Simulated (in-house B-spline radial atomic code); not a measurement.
Mg⁺. Computed with a B-spline radial atomic code. Model: non-relativistic spherical atom: semilocal Troullier-Martins pseudo-atom, one channel per l, against all electrons, high spin, G0W0 and RPA with empty states to l = 8, local potential for every l without a channel, a model core (radius 0 = none) keeps its share of the functional.

What the tables leave out is listed at the end.

The pseudopotential gives back the lowest level of each angular momentum of its own functional in the configuration it was made in; a second state of the same l is only approximately right. Exact exchange, RPA and GW see the smooth pseudo-orbitals and miss the exchange with the core, for which the functional's share stands in. The column with an uncorrelated core keeps all orbitals and exact exchange, and so separates missing core correlation from pseudisation. Only the three outermost levels and the lowest empty one were computed. RPA here is direct RPA, with no exchange kernel, and its energies carry an (l + 1/2)⁻⁴ tail. A hybrid on a potential with a model core restores only its own semilocal share of the core's exchange.

Command:
```bash
python run_psgw.py task.json out
```
Settings (lengths in bohr, energies in hartree):
```
Z                      12
electrons              11
configuration          [Ne] 3s1
generated_in           [Ne] 3s2
functional             pbe,pbe
core_shells            2
radius_factor          1.3
core_correction        False
ion_configuration      [He] 2s2 2p6
```

Cost of the run: 36 s on 1 thread of Arm Neoverse N1, on a shared host.

Given: made with PBE; model core radius 0 bohr; local radius 1.288 bohr; mean-field start PBE.

Valence shells of the generating configuration: 2p, 3s.

Channel: s 3.322, p 0.929 (radii in bohr).

Computed: largest level miss in the spin-unpolarised generating configuration 0 eV; valence RPA correlation energy all-electron orbitals -0.36827 hartree; all-electron RPA polarisability, core included 21.037 bohr³; pseudo-atom RPA polarisability 20.679 bohr³; ionisation by mean-field all-electron 15.337 eV; ionisation by mean-field pseudo minus all 0.057 eV; ionisation by RPA all-electron 15.606 eV.

```json
{"level": "3s up", "occupied": "1", "mean-field all-electron (eV)": "-11.899", "mean-field pseudo minus all (eV)": "-0.009", "G0W0 all-electron (eV)": "-15.573", "G0W0 uncorrelated core minus all (eV)": "-0.036", "G0W0 pseudo minus all (eV)": "-0.363", "exchange self-energy all-electron (eV)": "-10.421", "exchange self-energy pseudo (eV)": "-10.447"}
{"level": "3s down (empty)", "occupied": "0", "mean-field all-electron (eV)": "-9.8917", "mean-field pseudo minus all (eV)": "-0.034", "G0W0 all-electron (eV)": "-7.5916", "G0W0 uncorrelated core minus all (eV)": "-0.035", "G0W0 pseudo minus all (eV)": "-0.343", "exchange self-energy all-electron (eV)": "-1.7501", "exchange self-energy pseudo (eV)": "-1.7777"}
```

Problem. What is the valence RPA correlation energy pseudo?

Solution. -0.45591 hartree.

Problem. What is the ionisation by RPA pseudo minus all?

Solution. 0.521 eV.

Given: mean-field start PBE0.

Computed: valence RPA correlation energy all-electron orbitals -0.35057 hartree; valence RPA correlation energy pseudo -0.43932 hartree; ionisation by mean-field all-electron 15.232 eV; ionisation by mean-field pseudo minus all 0.238 eV; ionisation by RPA all-electron 15.496 eV; ionisation by RPA pseudo minus all 0.545 eV.

```json
{"level": "3s up", "occupied": "1", "mean-field all-electron (eV)": "-12.708", "mean-field pseudo minus all (eV)": "-0.15", "G0W0 all-electron (eV)": "-15.559", "G0W0 uncorrelated core minus all (eV)": "-0.031", "G0W0 pseudo minus all (eV)": "-0.432", "exchange self-energy all-electron (eV)": "-10.296", "exchange self-energy pseudo (eV)": "-10.654"}
{"level": "3s down (empty)", "occupied": "0", "mean-field all-electron (eV)": "-9.0449", "mean-field pseudo minus all (eV)": "-0.141", "G0W0 all-electron (eV)": "-7.5175", "G0W0 uncorrelated core minus all (eV)": "-0.028", "G0W0 pseudo minus all (eV)": "-0.255", "exchange self-energy all-electron (eV)": "-1.5139", "exchange self-energy pseudo (eV)": "-1.651"}
```

Problem. What is the pseudo-atom RPA polarisability?

Solution. 16.611 bohr³.

Problem. What is the all-electron RPA polarisability, core included?

Solution. 17.763 bohr³.

Given: mean-field start Hartree-Fock.

Computed: valence RPA correlation energy all-electron orbitals -0.31007 hartree; all-electron RPA polarisability, core included 12.753 bohr³; pseudo-atom RPA polarisability 10.278 bohr³; ionisation by mean-field all-electron 14.724 eV; ionisation by RPA all-electron 15.297 eV; ionisation by RPA pseudo minus all 0.593 eV.

```json
{"level": "3s up", "occupied": "1", "mean-field all-electron (eV)": "-14.738", "mean-field pseudo minus all (eV)": "-0.806", "G0W0 all-electron (eV)": "-15.424", "G0W0 uncorrelated core minus all (eV)": "-0.021", "G0W0 pseudo minus all (eV)": "-0.574", "exchange self-energy all-electron (eV)": "-9.8978", "exchange self-energy pseudo (eV)": "-11.253"}
{"level": "2p down", "occupied": "?", "mean-field all-electron (eV)": "?", "mean-field pseudo minus all (eV)": "?", "G0W0 all-electron (eV)": "?", "G0W0 uncorrelated core minus all (eV)": "?", "G0W0 pseudo minus all (eV)": "?", "exchange self-energy all-electron (eV)": "?", "exchange self-energy pseudo (eV)": "?"}
{"level": "2p up", "occupied": "1", "mean-field all-electron (eV)": "-70.914", "mean-field pseudo minus all (eV)": "4.614", "G0W0 all-electron (eV)": "-68.997", "G0W0 uncorrelated core minus all (eV)": "-0.59", "G0W0 pseudo minus all (eV)": "3.588", "exchange self-energy all-electron (eV)": "-52.944", "exchange self-energy pseudo (eV)": "-42.784"}
{"level": "3s down (empty)", "occupied": "0", "mean-field all-electron (eV)": "-6.4038", "mean-field pseudo minus all (eV)": "-0.217", "G0W0 all-electron (eV)": "-7.3431", "G0W0 uncorrelated core minus all (eV)": "-0.011", "G0W0 pseudo minus all (eV)": "-0.094", "exchange self-energy all-electron (eV)": "-0.82216", "exchange self-energy pseudo (eV)": "-1.0938"}
```

Problem. What belongs in the row 2p down?

Solution. occupied: 1; mean-field all-electron (eV): -70.743; mean-field pseudo minus all (eV): 4.88; G0W0 all-electron (eV): -68.846; G0W0 uncorrelated core minus all (eV): -0.586; G0W0 pseudo minus all (eV): 3.72; exchange self-energy all-electron (eV): -52.823; exchange self-energy pseudo (eV): -42.546.

Problem. What is the ionisation by mean-field pseudo minus all?

Solution. 0.769 eV.

Problem. What is the valence RPA correlation energy pseudo?

Solution. -0.3997 hartree.

Among the listed levels the largest G0W0 shift of the pseudo-atom is +3.72 eV, for 2p down on the Hartree-Fock start, while leaving the core uncorrelated moves that level by -0.59 eV. So pseudisation and the lost core exchange, not the missing core correlation, make the error. Not in the tables (levels of low weight, unsolved or above zero; the highest and the empty levels are kept at any weight): on PBE the G0W0 levels 2p down (pseudo minus all +3.90 eV, weights 0.49 and 0.10), 2p up (pseudo minus all +3.86 eV, weights 0.47 and 0.10); on PBE0 the G0W0 levels 2p down (pseudo minus all +3.17 eV, weights 0.77 and 0.64), 2p up (pseudo minus all +3.04 eV, weights 0.73 and 0.64).
